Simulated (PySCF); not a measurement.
**Electron correlation in N²⁺ (nitrogen, charge +2)**

[He] 2s2 2p1, 2P determinant. Computed with PySCF 2.14 in def2-SVP (3s2p1d, 14 functions), with the non-relativistic Hamiltonian (point nucleus). Frozen: 1s2; 3 electrons correlated.

MP2 pair energies summed by pair of shells (mhartree):

```csv
pair,energy,share (%)
2s-2s,-29.92,64.0
2s-2p,-16.81,36.0
```

Total MP2 correlation energy: -46.73 mhartree.

Same-spin part -2.35 and opposite-spin part -44.38 mhartree; SCS-MP2 scales them by 1/3 and 6/5 to -54.04 mhartree.

| level | correlation energy (mhartree) |
| --- | --- |
| CCSD | -75.74 |
| (T) | -0.63 |
| CCSD(T) | -76.37 |

Diagnostics: T1 = 0.0066, D1 = 0.0117, largest double amplitude 0.144.

Q: Is a single reference adequate?

A: Mostly. T1 lies below 0.03, but a double amplitude of this size points to a near-degeneracy that CCSD handles and MP2 describes poorly.
